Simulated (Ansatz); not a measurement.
Abstraction of H: SbH2(CH3) + Si(CH3)F2 → SbH(CH3) + SiH(CH3)F2

Species: SbH2(CH3), singlet; Si(CH3)F2, doublet; SbH(CH3), doublet; SiH(CH3)F2, singlet. A radical takes H: the energy is the difference in strength between the Sb–H bond broken and the Si–H bond made.

Shapes, held fixed at every level: PBE0-D4/def2-TZVP. Programs: Ansatz 0.2.0. The zero-point and thermal change to 298 K, harmonic and unscaled (PBE0-D4/def2-TZVP), is +3.0 kJ/mol.

```tsv
level	kind	ΔH(298 K) (kJ/mol)	less CCSD(T)/def2-TZVPP	CPU time (sum over the molecules)
HF/def2-SVP	Hartree–Fock	-144.7	-16.1	–
HF/def2-TZVPP	Hartree–Fock	-137.9	-9.3	–
PBE-D4/def2-TZVPP	GGA	-106.7	+21.9	19 s
r2SCAN-D4/def2-TZVPP	meta-GGA	-116.5	+12.1	36 s
B3LYP-D4/def2-TZVPP	global hybrid	-120.6	+8.0	27 s
r2SCAN0-D4/def2-TZVPP	global hybrid	-123.4	+5.2	38 s
wB97X-V/def2-TZVPP	range-separated hybrid	-125.8	+2.8	58 s
CCSD(T)/def2-TZVPP	coupled cluster or CI	-128.6	0.0	8.1 min
```

The highest level, CCSD(T)/def2-TZVPP, gives ΔH(298 K) = -128.6 kJ/mol; the levels span -144.7 to -106.7. The column of differences is taken from that level and isn't an error. No measured value is set beside it here. Open shells run unrestricted unless RO is named. For atoms past krypton def2 sets carry core potentials with scalar relativity. Correlated rows may include outer-core shells of Sb, which these sets cover unevenly. Times are processor times on shared x86 and Arm servers, and rough.
